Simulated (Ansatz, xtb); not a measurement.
**C3H9Sn+: which of two conformers lies lower**

Structure I is `C[CH2][SnH+][CH3]`, a singlet and structure II is `C[CH2][SnH+][CH3]`, a singlet. Both are isolated ions in the gas phase, relaxed with B3LYP-D3(BJ)/def2-SVP.

I (Å):

```csv
atom,x (Å),y (Å),z (Å)
C,-1.2976,0.9232,1.8308
C,-0.2489,2.0317,1.8116
C,0.1834,1.3109,-1.8987
Sn,0.6721,2.3849,-0.1125
H,-1.7007,0.8280,2.8516
H,-0.8780,-0.0556,1.5541
H,-2.1466,1.1380,1.1647
H,-0.6518,3.0185,2.1012
H,0.6034,1.8385,2.4868
H,1.8799,3.5999,-0.2548
H,1.1011,0.8243,-2.2661
H,-0.5980,0.5674,-1.6963
H,-0.1541,2.0389,-2.6535
```

II (Å):

```xyz
13

C    -2.5393   -1.1378    2.0361
C     0.8309    0.1485    0.7703
C     2.2253   -0.3242    0.3684
Sn   -0.5083   -1.4220    1.4189
H    -2.8125   -0.0760    1.9876
H    -2.6385   -1.5224    3.0638
H     0.0764   -3.0395    1.4519
H    -3.1817   -1.7385    1.3723
H     0.8384    0.8614    1.6138
H     0.2856    0.6473   -0.0503
H     2.2021   -1.0231   -0.4809
H     2.8234    0.5476    0.0583
H     2.7596   -0.8077    1.1998
```

Q: Estimate which is lower in electronic energy at CCSD(T)/def2-SVP + ΔMP2/def2-TZVPP, and by roughly how much.

A: Too close to call at this level: CCSD(T)/def2-SVP + ΔMP2/def2-TZVPP gives E(II) − E(I) = +0.004 eV.

The same difference at several levels:

| level | geometry | E(II) − E(I) (eV) | departure from the last row (eV) | job, with rough time for the two |
| --- | --- | --- | --- | --- |
| B3LYP-D3(BJ)/def2-SVP | B3LYP-D3(BJ)/def2-SVP | +0.004 | +0.001 | optimisation, 2.3 min |
| HF/def2-SVP | B3LYP-D3(BJ)/def2-SVP | −0.002 | −0.005 | part of the CCSD(T) run |
| MP2/def2-SVP | B3LYP-D3(BJ)/def2-SVP | +0.002 | −0.002 | part of the CCSD(T) run |
| CCSD(T)/def2-SVP | B3LYP-D3(BJ)/def2-SVP | 0.000 | −0.003 | single point |
| CCSD(T)/def2-SVP + ΔMP2/def2-TZVPP | B3LYP-D3(BJ)/def2-SVP | +0.004 |  | single point, 78 s |

The largest departure from CCSD(T)/def2-SVP + ΔMP2/def2-TZVPP is that of HF/def2-SVP, 0.005 eV. Levels run at GFN2-xTB geometries aren't shown. The last row adds to CCSD(T) the change of the MP2 difference between the two basis sets, here +0.003 eV.

With harmonic frequencies from B3LYP-D3(BJ)/def2-SVP (ideal gas, rigid rotor, one conformer each, 200 K, 1 atm): on the last row, ΔE + ΔZPE = +0.002 eV. A mode under 50 cm⁻¹ makes harmonic enthalpies and free energies unreliable, so none is given.

The correlated steps freeze 7 core orbitals; the filled d shell of Sn is correlated, in a basis made for valence electrons. Atoms past krypton carry core potentials in the def2 sets and no spin–orbit term is included. Codes used: Ansatz 0.2.0; the last row on 2 threads of Intel(R) Xeon(R) Processor @ 2.50GHz (Skylake/Cascade Lake) on a shared host.
